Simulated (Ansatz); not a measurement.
## Ansatz (development build ahead of 0.2.0) run

```yaml
crystal:
  periodic: [false, false, false]
  atoms:
    - { symbol: H, position_ang: [0.51858, -0.00843, 0.00395] }
    - { symbol: H, position_ang: [-0.25859, 0.44822, -0.00879] }
    - { symbol: H, position_ang: [-0.25159, -0.45446, 0.00212] }
basis:
  gaussian: { orbitals: STO-3G }
total_charge: 1
hamiltonian:
  xc: hf
correlation:
  method: mp2
  frozen_orbitals: { H: 0 }
```

The input is written out in the form of the current development build from the run's settings.

Output:

| Item | Value |
| --- | --- |
| Converged | yes |
| Reference energy | -1.24202 hartree |
| Correlation energy | -0.01768 hartree |
| Total energy | -1.25970 hartree |
| Spin squared of the determinant | 0.000 |

Caution: bonds are stretched, where a single reference can fail; stretched shape with no unrestricted run beside it, a lower state can exist.
